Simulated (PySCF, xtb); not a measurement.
Te(SH)(SeH) (H2SSeTe), SMILES [SeH][Te]S.

GFN2-xTB in xtb at its own geometry gives an orbital gap of 3.65 eV and a dipole moment of 2.86 D.

Geometry optimised at PBE0-D3(BJ)/def2-SVP. The def2 effective core potentials stand for the cores of Te; spin–orbit coupling is left out. The values are those of a single conformer.

**Question.** What does ωB97X/def2-TZVPD in PySCF give? (An estimate is asked for; the answer gives what the named calculation found.)

**Answer.** gap 8.76 eV (levels -8.95 and -0.19 eV), dipole 1.48 D.
